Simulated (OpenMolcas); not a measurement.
# d2 ions of charge +3 down a group on the Zr site of Cs2ZrCl6

```
Program             : OpenMolcas 26.06
Method              : SS-CASPT2, IPEA 0.25 Eh, imaginary shift 0.1 Eh
Spin-orbit coupling : RASSI with atomic mean-field integrals over the reference wave functions
```

The d shell is active; CASPT2 correlates the ligand valence shells and the outer metal core. Each dopant is a cluster with its nearest anions in model potentials and point charges, with no relaxation and no local charge compensation. Distances were set from a Shannon-type radius of the metal (high-spin where two are listed) plus a fixed donor radius (Cl 1.76 Å), in hosts weighted 0.65 to 0.35 with the host's distance in the model lattice. Ligand basis ANO-RCC-VDZP, DKH2 Hamiltonian. States (labels of O, the rotations of Oh). Energies in cm-1 above the lowest state or level, χT in cm3 K/mol; under a threefold ground state the first gap can be a small split of the lowest multiplet, not the spin-orbit step; 10Dq and B are least-squares fits to the states below 45000 cm-1, weighted by degeneracy, with a free offset, and given where the rms deviation is under 5 % of |10Dq| (or 100 cm-1) and under 700 cm-1. Spin-only χT is S(S+1) / 2 for the spin of the ground state.

| Ion | Shell | R (Å) | Metal basis | Ground state | First state of that spin | 10Dq | B (rms of fit) | First gap with spin-orbit (degeneracies) | χT at 300 K | First state of another spin | Spin-only χT |
| --- | --- | --- | --- | --- | --- | --- | --- | --- | --- | --- | --- |
| V3+ | 3d2 | 2.416 | ANO-RCC-VTZP | 3T1 | 3T2 13140 | 14262 | 712 (254) | 5 (2, 3) | 0.907 | 1T2 8930 | 1.000 |
| Nb3+ | 4d2 | 2.468 | ANO-RCC-VTZP | 3T1 | 3T2 22160 | 22727 | 457 (269) | 18 (2, 3) | 0.494 | 1T2 5930 | 1.000 |

|10Dq| changes by a factor of 22727 / 14262 = 1.59 from V3+ to Nb3+.

B goes from 712 cm-1 (V3+) to 457 cm-1 (Nb3+).

χT departs most from the spin-only value for Nb3+, by -0.506 cm3 K/mol.

Roots that are degenerate in the reference are averaged as groups; the widest CASPT2 spread within a group is 690 cm-1 (the 3-fold group of multiplicity 1 near 29900 cm-1 above the lowest state of its run, Nb3+). Shifts and gaps below about the spread of the groups concerned are not significant. Over all roots computed the reference weight is 0.67 to 0.68 in V3+, 0.66 to 0.68 in Nb3+; a low but even weight reflects the number of correlated electrons. An orbital triplet at a regular site is open to Jahn-Teller coupling, which can distort the site and quench the lowest spin-orbit gaps and is left out. Ligand-to-metal charge-transfer states are missing. With no ligand orbital active B as a rule stays too high, so bands that hang on it stand too high and its fall with covalency is understated. With one d shell and no ligand orbital active, 10Dq can be off by a tenth or more. The least metal-like active orbital is 77 % on the metal (Löwdin) and no ligand orbital is active, so the numbers are rough (holds for Nb3+). No measured value stands beside these numbers; the geometry was set by hand and not optimised.
